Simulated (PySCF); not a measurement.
CH₆AlNO₂. Atoms are numbered in the order given.

```xyz
11

Al     0.0116     0.5294     0.0000
N      0.7297    -1.0894     0.0000
C      0.0141    -2.3549     0.0000
H      1.7375    -1.2166     0.0000
H      0.2369    -2.9736    -0.8910
H      0.2369    -2.9736     0.8910
H     -1.0713    -2.1706     0.0000
O     -1.6885     0.6155     0.0000
H     -2.1844     1.4379     0.0000
O      0.9171     1.9726     0.0000
H      1.8722     2.0644     0.0000
```
Charge 0, spin multiplicity 1.

The structure is a stationary point at B3LYP-D3(BJ)/def2-SVP. The structure was generated by enumeration; whether it is a known compound was not checked. The values are those of a single conformer.

Level of theory: PySCF with PBE0/pcSseg-1.

GIAO shieldings, no solvent; atoms listed in one row are averaged. δ = σ(ref) − σ: ¹⁵N against NH3 (σ = 267.4 ppm); ¹³C against TMS (σ = 186.3 ppm); ¹H against TMS (σ = 31.56 ppm); ¹⁷O against H2O (σ = 334.2 ppm), references at their B3LYP-D3(BJ)/def2-TZVP geometries, non-relativistic.

Computed chemical shifts:
```tsv
nucleus	atoms	count	δ (ppm)
¹⁵N	N2	1	14.7
¹³C	C3	1	34.5
¹H	H5, H6, H7	3	3.06
¹H	H9, H11	2	1.30
¹H	H4	1	-0.18
¹⁷O	O10	1	6.4
¹⁷O	O8	1	-1.8
```
